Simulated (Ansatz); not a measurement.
Born–Oppenheimer molecular dynamics of AlFH₆OSi (10 atoms, charge 0, multiplicity 1). It starts at the highest image of a converged band, a first-order saddle point between two minima.

These are results of RKS PBE/def2-SVP in Ansatz 0.2.0, not measurements.

```yaml
ensemble: NVE (velocity Verlet)
time_step: 0.5 fs
steps_asked: 200
starting_velocities_drawn_for: 100 K
seed: 10026
```

First frame:

```xyz
10
Properties=species:S:1:pos:R:3
Al -0.052 0.335 -0.062
O -0.791 0.362 1.670
Si -1.344 -0.424 3.079
H -2.027 -1.686 2.645
H -0.183 -0.734 3.979
H -2.308 0.485 3.784
F 1.166 -0.823 -0.172
H -1.051 0.519 -1.278
H 0.539 1.801 0.697
H -0.091 1.313 1.494
```

Problem. What does the run give?

Solution. All steps were run.

```json
{
 "steps done": "200",
 "time covered": "100 fs",
 "mean temperature over the second half": "647 K",
 "spread of the potential energy over the second half": "5.9 meV per atom",
 "mean potential energy of the second half above the start": "-56.6 meV per atom"
}
```

The conserved energy stayed within 0.029 meV per atom of its start (net change 0.015 meV per atom), so the integration is sound. The kinetic energy rose, since the run started high on the potential surface and went downhill. It ends in pieces (AlFH4OSi + H2), so much of that is their flight and rotation, not heat. A run of 0.1 ps of so small a system gives no equilibrium averages. The orbitals stay closed-shell, which can raise the energy where a bond breaks towards radicals; this wasn't checked here.

Problem. What happens to the structure?

Solution. Between its relaxed ends the band would form Al1–H9, O2–H10 and break H9–H10. These pairs go: Al1–H9 1.75 → 6.18 Å, O2–H10 1.19 → 7.97 Å, H9–H10 1.13 → 0.79 Å. In the last frame they stand as before the step (other bonds may differ from the relaxed reactants and products). Also parted: Al1–H10 1.84 → 6.95 Å. It ends as AlFH4OSi + H2. Pairs count as bonded within 1.25 times the sum of covalent radii (0.12 Å more for H–H). Another seed would give other details.

Problem. How do temperature and energy run in time?

Solution. 
```csv
time (fs),T (K),potential energy less start (eV),conserved less start (meV/atom)
0,100,0.000,0.00
5,66,0.035,0.02
10,76,0.024,0.02
15,214,-0.118,0.01
20,489,-0.403,-0.01
25,746,-0.669,-0.01
30,864,-0.790,0.00
35,816,-0.740,0.00
40,698,-0.619,-0.01
45,626,-0.544,0.01
50,589,-0.506,0.02
55,662,-0.582,-0.01
60,710,-0.631,-0.01
65,687,-0.607,0.02
70,698,-0.619,0.00
75,650,-0.569,-0.01
80,542,-0.457,0.02
85,549,-0.464,0.02
90,650,-0.569,-0.01
95,692,-0.612,-0.01
100,684,-0.604,0.01
```

The run took 3.5 min on 2 threads of Intel(R) Xeon(R) Platinum 8375C CPU @ 2.90GHz (Ice Lake), with other jobs on the host, peak memory 0.14 GiB.
